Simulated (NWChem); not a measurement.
System meant: CH3ClSSe; SMILES CS[Se]Cl

NWChem input:

```
start job
memory heap 200 mb stack 900 mb global 1100 mb
geometry units angstroms noautoz
  Se     0.772344    -0.396692    -0.087343
  Cl    -0.884564    -1.908571     0.107135
  S     -0.065966     1.469052     0.649450
  C     -0.964473     2.167292    -0.794937
  H     -0.295434     2.288867    -1.648528
  H     -1.335900     3.145876    -0.474368
  H     -1.808781     1.527419    -1.058561
end
basis spherical
  Se library def2-svp
  Cl library def2-svp
  S library def2-svp
  C library def2-svp
  H library def2-svp
end
dft
  xc xpbe96 cpbe96
  iterations 4
  mulliken
end
task dft energy
```

End of the output:

```
    Atom       Charge   Shell Charges
 -----------   ------   -------------------------------------------------------
    1 Se  34    34.03   2.00  2.00  1.97  1.20  0.70  5.99  5.79  1.98  2.19  7.82  2.04  0.35
    2 Cl  17    17.14   2.00  1.96  1.09  0.85  5.82  2.25  3.14  0.02
    3 S   16    15.75   2.00  1.96  1.02  0.68  5.80  1.83  2.36  0.11
    4 C    6     6.19   1.96  0.61  0.34  1.88  1.33  0.06
    5 H    1     0.97   0.63  0.26  0.07
    6 H    1     0.96   0.63  0.26  0.07
    7 H    1     0.96   0.63  0.26  0.07

 center of mass
 --------------
 x =   0.12879198 y =  -0.15065198 z =   0.02078796

 moments of inertia (a.u.)
 ------------------
        1095.274851373910          -0.000000000000          -0.000000000000
          -0.000000000000         413.915234491294           0.000000000000
          -0.000000000000           0.000000000000        1323.771467323038

     Multipole analysis of the density
     ---------------------------------

     L   x y z        total         alpha         beta         nuclear
     -   - - -        -----         -----         ----         -------
     0   0 0 0     -0.000000    -38.000000    -38.000000     76.000000

     1   1 0 0     -0.023086     -0.011543     -0.011543      0.000000
     1   0 1 0      1.204957      0.602479      0.602479     -0.000000
     1   0 0 1     -0.353398     -0.176699     -0.176699      0.000000

     2   2 0 0    -36.291908    -97.660343    -97.660343    159.028777
     2   1 1 0     -2.386383      5.519969      5.519969    -13.426321
     2   1 0 1      0.007490     -3.859323     -3.859323      7.726135
     2   0 2 0    -35.042607   -280.693912   -280.693912    526.345218
     2   0 1 1     -0.749895      6.036762      6.036762    -12.823419
     2   0 0 2    -37.937559    -45.491820    -45.491820     53.046080

 ------------------------------------------------------------------------
 dft energy failed                                                                                  0
 ------------------------------------------------------------------------
 ------------------------------------------------------------------------
  current input line :
    24: task dft energy
 ------------------------------------------------------------------------
 ------------------------------------------------------------------------
 This type of error is most commonly associated with calculations not reaching convergence criteria
 ------------------------------------------------------------------------
 For more information see the NWChem manual at https://nwchemgit.github.io

0:dft energy failed:Received an Error in Communication
```

Q: What is wrong, and how is it mended?

A: The run did not converge; its last values are not results. Cause: the SCF was allowed too few iterations. This input runs:
```
start job
memory heap 200 mb stack 900 mb global 1100 mb
geometry units angstroms noautoz
  Se     0.772344    -0.396692    -0.087343
  Cl    -0.884564    -1.908571     0.107135
  S     -0.065966     1.469052     0.649450
  C     -0.964473     2.167292    -0.794937
  H     -0.295434     2.288867    -1.648528
  H     -1.335900     3.145876    -0.474368
  H     -1.808781     1.527419    -1.058561
end
basis spherical
  Se library def2-svp
  Cl library def2-svp
  S library def2-svp
  C library def2-svp
  H library def2-svp
end
dft
  xc xpbe96 cpbe96
  iterations 150
  mulliken
end
task dft energy
```
It converges to -3298.50580 Ha (PBE/def2-SVP).
